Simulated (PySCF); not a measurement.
Job file and geometry (Å, from GFN2-xTB) of an NMR shielding run on `InChI=1S/C5H9ClS2Si/c1-5(4-6)9-7-2-3-8-9/h4,9H,2-3H2,1H3/b5-4-`, PySCF, GIAO PBE0/pcSseg-1 NMR shielding, non-relativistic, gas phase; density fitting, a coarse starting grid and PySCF grid level 2 are the driver's defaults:

```
$ OMP_NUM_THREADS=1 python probes_run.py task.json out

{"job": {"kind": "nmr", "xc": "PBE0", "basis": "pcSseg-1"}, "charge": 0, "multiplicity": 1}
C     -2.161247    -1.088394    -0.026203
C     -1.735204     0.343351     0.067513
C     -2.589401     1.290146     0.427244
Cl    -2.118793     2.934276     0.550883
Si     0.033474     0.823770    -0.366979
S      1.070427    -0.788892    -1.353657
C      2.278376    -1.083037    -0.016405
C      2.697103     0.209357     0.642265
S      1.258638     1.058200     1.379789
H     -1.949269    -1.471292    -1.022812
H     -3.222614    -1.197860     0.182117
H     -1.599692    -1.692996     0.684786
H     -3.625684     1.114266     0.675616
H      0.148078     1.983666    -1.240583
H      1.821050    -1.759578     0.705873
H      3.133790    -1.574685    -0.478997
H      3.392784     0.019120     1.458976
H      3.159422     0.886900    -0.075362
```

Question: What does the program print?

Answer: 
```
coarse grid: 17512 points
cycle   1  E = -1741.0926640326  dE =  1.151e+00  |g| = 3.931e-01  |ddm| = 4.125e+00
cycle   2  E = -1741.0841987324  dE =  8.465e-03  |g| = 4.510e-01  |ddm| = 9.443e-01
cycle   3  E = -1741.1335518812  dE = -4.935e-02  |g| = 1.048e-01  |ddm| = 5.171e-01
cycle   4  E = -1741.1360095960  dE = -2.458e-03  |g| = 4.124e-02  |ddm| = 1.380e-01
cycle   5  E = -1741.1364180021  dE = -4.084e-04  |g| = 8.768e-03  |ddm| = 5.346e-02
cycle   6  E = -1741.1364399963  dE = -2.199e-05  |g| = 2.354e-03  |ddm| = 1.704e-02
cycle   7  E = -1741.1364413788  dE = -1.382e-06  |g| = 6.928e-04  |ddm| = 3.923e-03
final grid: 151552 points
cycle   8  E = -1741.1937184725  dE = -3.966e-05  |g| = 1.005e-02  |ddm| = 3.451e-02
cycle   9  E = -1741.1937002272  dE =  1.825e-05  |g| = 1.287e-02  |ddm| = 2.259e-02
cycle  10  E = -1741.1937428217  dE = -4.259e-05  |g| = 1.287e-03  |ddm| = 1.410e-02
cycle  11  E = -1741.1937432043  dE = -3.826e-07  |g| = 3.076e-04  |ddm| = 1.816e-03
cycle  12  E = -1741.1937432249  dE = -2.064e-08  |g| = 1.297e-04  |ddm| = 3.683e-04
cycle  13  E = -1741.1937432288  dE = -3.882e-09  |g| = 3.480e-05  |ddm| = 1.429e-04
cycle  14  E = -1741.1937432291  dE = -3.038e-10  |g| = 9.111e-06  |ddm| = 4.156e-05
converged SCF energy = -1741.1937432291

GIAO shielding tensors (ppm)
atom      isotropic    diamagn.    paramagn.     s11        s22        s33       span
  0 C      163.719     243.921     -80.202    153.518    156.201    181.437     27.919
  1 C       41.560     262.678    -221.118    -64.964     39.830    149.813    214.777
  2 C       45.490     248.925    -203.436    -63.831     89.921    110.379    174.210
  3 Cl     714.023    1146.927    -432.904    513.154    696.693    932.220    419.066
  4 Si     337.495     878.550    -541.055    280.414    358.531    373.539     93.125
  5 S      637.924    1058.791    -420.867    479.315    598.557    835.901    356.586
  6 C      145.461     251.297    -105.835    114.328    154.007    168.049     53.721
  7 C      144.887     252.326    -107.438    110.809    154.085    169.769     58.960
  8 S      620.525    1058.037    -437.512    485.531    542.268    833.777    348.246
  9 H       29.455      28.620       0.835     24.088     29.947     34.329     10.241
 10 H       29.942      28.467       1.474     25.432     28.419     35.973     10.541
 11 H       29.718      29.231       0.486     25.089     29.612     34.451      9.362
 12 H       25.084      29.320      -4.236     20.477     26.924     27.851      7.374
 13 H       25.589      28.251      -2.662     20.506     24.700     31.562     11.057
 14 H       28.994      31.133      -2.139     23.346     26.871     36.766     13.419
 15 H       28.649      29.289      -0.640     21.747     26.627     37.572     15.825
 16 H       28.641      29.132      -0.491     21.535     26.601     37.786     16.251
 17 H       29.025      29.964      -0.939     23.003     26.777     37.294     14.291
```

Question: Turn these shieldings into chemical shifts. Referencing at the same level of theory: TMS for ¹³C (σ = 186.93 ppm) and ²⁹Si (σ = 349.16 ppm) and ¹H (σ = 31.72 ppm); HCl for ³⁵Cl (σ = 949.78 ppm); CS2 for ³³S (σ = 503.73 ppm).

Answer: Averaging equivalent atoms: C 1: 145.4; C 2: 141.4; C 6/7: 41.8; C 0: 23.2; Cl 3: 236; Si 4: 11.7; S 5/8: -125; H 12: 6.63; H 13: 6.13; H 14/16: 2.90; H 15/17: 2.88; H 9/10/11: 2.01 ppm. 

Size and cost of the density-fitted run: 226 basis functions, 95 s wall time on 1 thread of an Arm Neoverse N1, shared host; peak memory 1.1 GiB.
